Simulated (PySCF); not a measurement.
Br₂Zr, multiplicity 1. Atoms are numbered in the order given.

```xyz
3

Zr     0.0000     0.0000    -0.5735
Br     0.0000     2.3021     0.3277
Br     0.0000    -2.3021     0.3277
```

The structure is a stationary point at B3LYP-D3(BJ)/def2-SVP. The multiplicity is an assumed one; other spin states were not compared. The def2 effective core potentials stand for the cores of Zr; spin–orbit coupling is left out.

The numbers are results of PBE/def2-TZVPD in PySCF, not measurements.

The molecule is in vacuum.

Q: Estimate the frontier levels, gap, dipole moment and polarisability. (An estimate is asked for; the answer gives what the named calculation found.)

A: 
```yaml
highest_occupied_level: -4.58 eV
lowest_empty_level: -4.45 eV
orbital_gap: 0.13 eV
dipole_moment: 0.88 D
quadrupole, principal values (traceless, Buckingham form, about the centre of nuclear charge): -2.26, -0.81, 3.07 D·Å
mean_static_polarisability: 122.9 bohr³ (18.22 Å³)
polarisability_principal_values: 110.9, 115.2, 142.8 bohr³
```
